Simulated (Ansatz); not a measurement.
Relaxation of In4P2Cl6 with RKS r2SCAN-D4/def2-SVP.

```sh
$ ansatz run in.yaml --threads 4 --pin off --events-out ev --progress --plain --max-ram 6963MiB
```

```yaml
crystal:
  periodic: [false, false, false]
  atoms:
    - {symbol: In, position_ang: [1.479100, 0.661490, -1.170320]}
    - {symbol: In, position_ang: [-1.811960, 1.053160, -0.582630]}
    - {symbol: In, position_ang: [0.141600, 1.060250, 1.896250]}
    - {symbol: In, position_ang: [-0.514010, -1.888140, 0.420020]}
    - {symbol: P, position_ang: [0.243040, 2.599660, -0.196910]}
    - {symbol: P, position_ang: [-2.044950, -0.318290, 1.615100]}
    - {symbol: Cl, position_ang: [0.090340, -4.135620, -0.049890]}
    - {symbol: Cl, position_ang: [-3.541060, 1.376090, -2.232480]}
    - {symbol: Cl, position_ang: [1.339670, 1.388550, 3.963260]}
    - {symbol: Cl, position_ang: [3.244670, -0.050480, -2.587440]}
    - {symbol: Cl, position_ang: [1.820430, -0.868090, 0.892680]}
    - {symbol: Cl, position_ang: [-0.446890, -0.878580, -1.967650]}
basis:
  gaussian: {orbitals: def2-SVP}
hamiltonian: {xc: r2scan, dispersion: d4}
scf: {lower_state_search: "off"}
output: {orbitals: {seedname: orbitals}}
relax: {f_tol: 0.03, max_steps: 70}
```

Run time 74 s (4 threads of Arm Neoverse V2 on a shared host), peak host memory 0.66 GiB.

Positions (Å) and forces (eV/Å) at steps 1, 2, 3, 4, 5, 6 of 6:

```xyz
12
step=1 energy=-114394.8843 eV
In    1.479    0.661   -1.170    0.931    0.644   -0.752
In   -1.812    1.053   -0.583   -1.013    0.514   -0.448
In    0.142    1.060    1.896    0.204    0.522    1.086
In   -0.514   -1.888    0.420   -0.495   -1.208    0.377
P     0.243    2.600   -0.197    0.058   -0.329   -0.044
P    -2.045   -0.318    1.615    0.270   -0.097   -0.207
Cl    0.090   -4.136   -0.050   -0.199    0.514    0.157
Cl   -3.541    1.376   -2.232    0.459   -0.044    0.501
Cl    1.340    1.389    3.963   -0.377   -0.045   -0.563
Cl    3.245   -0.050   -2.587   -0.401    0.219    0.330
Cl    1.820   -0.868    0.893    0.603   -0.339    0.186
Cl   -0.447   -0.879   -1.968   -0.038   -0.350   -0.622
12
step=2 energy=-114394.9692 eV
In    1.616    0.745   -1.281   -0.653   -0.240    0.520
In   -1.956    1.144   -0.617    0.908   -0.504    0.354
In    0.142    1.155    2.046   -0.125   -0.516   -0.969
In   -0.576   -2.070    0.466    0.188    0.842   -0.152
P     0.242    2.514   -0.196   -0.031    0.295    0.021
P    -1.971   -0.324    1.559   -0.228    0.041    0.178
Cl    0.029   -4.251   -0.002   -0.033   -0.248    0.026
Cl   -3.619    1.447   -2.218   -0.220    0.098   -0.120
Cl    1.310    1.462    4.037    0.067    0.101    0.241
Cl    3.330    0.020   -2.651    0.190    0.037   -0.146
Cl    1.847   -0.916    0.843   -0.059    0.048   -0.013
Cl   -0.394   -0.926   -1.984   -0.003    0.046    0.060
12
step=3 energy=-114395.1370 eV
In    1.571    0.682   -1.245    0.131   -0.098   -0.105
In   -1.837    1.030   -0.644   -0.132    0.091   -0.028
In    0.200    1.038    1.933   -0.004    0.093    0.135
In   -0.521   -2.013    0.420    0.084   -0.163   -0.067
P     0.270    2.509   -0.221   -0.026   -0.057    0.021
P    -1.964   -0.367    1.554    0.035    0.025   -0.027
Cl   -0.125   -4.299    0.116   -0.003    0.188    0.001
Cl   -3.655    1.564   -2.071    0.235   -0.078    0.172
Cl    1.165    1.583    4.030   -0.112   -0.080   -0.271
Cl    3.366    0.206   -2.668   -0.140   -0.002    0.114
Cl    1.960   -0.961    0.907   -0.279    0.039   -0.282
Cl   -0.428   -0.972   -2.111    0.210    0.041    0.337
12
step=4 energy=-114395.1907 eV
In    1.575    0.703   -1.248    0.031   -0.044   -0.023
In   -1.831    1.056   -0.593    0.106   -0.047    0.068
In    0.152    1.065    1.913   -0.041   -0.049   -0.118
In   -0.535   -2.014    0.430    0.031   -0.043   -0.023
P     0.271    2.539   -0.224   -0.032   -0.075    0.025
P    -1.987   -0.370    1.574    0.058    0.048   -0.047
Cl   -0.169   -4.299    0.146   -0.008    0.037    0.005
Cl   -3.598    1.525   -2.046   -0.140    0.030   -0.130
Cl    1.159    1.547    3.965    0.094    0.032    0.166
Cl    3.371    0.256   -2.665   -0.029    0.009    0.023
Cl    1.913   -1.000    0.788   -0.055    0.052    0.002
Cl   -0.322   -1.008   -2.039   -0.016    0.049    0.052
12
step=5 energy=-114395.1909 eV
In    1.571    0.696   -1.244   -0.063    0.138    0.045
In   -1.843    1.055   -0.600   -0.035    0.026   -0.099
In    0.156    1.064    1.928    0.087    0.031    0.055
In   -0.532   -2.011    0.429   -0.086    0.070    0.062
P     0.246    2.521   -0.203    0.140    0.062   -0.108
P    -1.975   -0.339    1.564   -0.088   -0.222    0.071
Cl   -0.195   -4.298    0.165    0.015   -0.005   -0.011
Cl   -3.589    1.486   -2.113    0.003   -0.004    0.010
Cl    1.225    1.510    3.972   -0.008   -0.005   -0.006
Cl    3.370    0.292   -2.665    0.008   -0.023   -0.007
Cl    1.902   -0.983    0.799    0.023   -0.036    0.005
Cl   -0.336   -0.993   -2.031    0.004   -0.032   -0.017
12
step=6 energy=-114395.1978 eV
In    1.571    0.717   -1.245    0.013   -0.021   -0.007
In   -1.836    1.052   -0.607   -0.002   -0.003   -0.001
In    0.164    1.061    1.922    0.003   -0.003    0.002
In   -0.546   -2.008    0.438    0.017   -0.018   -0.010
P     0.256    2.535   -0.212    0.001    0.027   -0.001
P    -1.985   -0.351    1.571   -0.023    0.002    0.017
Cl   -0.169   -4.286    0.146    0.002   -0.003   -0.002
Cl   -3.592    1.483   -2.105   -0.012    0.006   -0.009
Cl    1.218    1.505    3.973    0.005    0.006    0.013
Cl    3.362    0.255   -2.658    0.002   -0.002   -0.001
Cl    1.897   -0.976    0.803   -0.007    0.005   -0.005
Cl   -0.339   -0.987   -2.026    0.000    0.004    0.004
```

In the def2 sets In takes a core potential; there is no spin–orbit coupling. The structure comes from a short search, and lower isomers may exist.
